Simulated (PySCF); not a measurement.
## From computed data to an observable: oscillator strength and radiative lifetime

Si(F)3(NH2) (F3H2NSi), SMILES N[Si](F)(F)F.

Geometry: B3LYP-D3(BJ)/def2-SVP. Other conformers were not sampled.

PySCF with TDDFT-B3LYP/def2-SVPD puts the first singlet state with f over 0.02 at 6.96 eV (vertical), with the transition dipole (-0.132, 0.510, 0.000) in atomic units.

Question: Find the oscillator strength, the wavelength and the radiative lifetime that this transition would have in vacuum if emission retraced absorption.

Answer: 
|μ|² = 0.2775 au, so |μ| = 1.34 D. ΔE = 6.96/27.211 = 0.2558 hartree. f = (2/3) ΔE |μ|² = 0.047 (the program prints 0.047).
λ = 1239.84/6.96 = 178 nm; ν = 56136 cm⁻¹.
Einstein's coefficient A = 0.6670 ν² f s⁻¹ (ν in cm⁻¹) = 9.9e7 s⁻¹, so τ = 1/A = 10 ns. This state is S1. The figure is the radiative limit of this one transition; relaxation, internal conversion, crossing to triplets and a medium change what is measured.
